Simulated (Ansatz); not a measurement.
Input for Ansatz (a first-principles code): U-B3LYP/def2-TZVPP on H3ISi (SMILES [SiH3]I), a point of a bond scan (R = 1.967 Å). Elements past Kr take the def2 small-core potentials; no spin–orbit coupling.

Ansatz 0.2 input:
```yaml
crystal:
  periodic: [false, false, false]
  atoms:
    - {symbol: Si, position_ang: [-1.84126013, 0.04895944, 0.01805362]}
    - {symbol: I, position_ang: [0.12527140, -0.00333099, -0.00122829]}
    - {symbol: H, position_ang: [-2.27291161, 1.42565033, -0.29297882]}
    - {symbol: H, position_ang: [-2.30384190, -0.34792819, 1.36224122]}
    - {symbol: H, position_ang: [-2.34153163, -0.89376368, -1.00142836]}
basis:
  gaussian:
    orbitals: def2-TZVPP
hamiltonian:
  xc: {name: B3LYP}
magnetization: {spin_polarized: true, initial_magnetization: 0}
```

The head of its log:

```
WARN ansatz: RAYON_NUM_THREADS=1 ignored (pool sized by the plan → 1); use --threads N
Functional definition: B3LYP
integrals: 0.05 GiB planned
879 factors; their error is unknown
mean field: 0.62 GiB planned
mean field evaluation 1: about -16027.7544 eV, gradient 1.5e1 eV
mean field evaluation 2: about -16027.4236 eV, gradient 2.0e1 eV
```

Q: Predict the final total energy.

A: -589.0600 hartree.
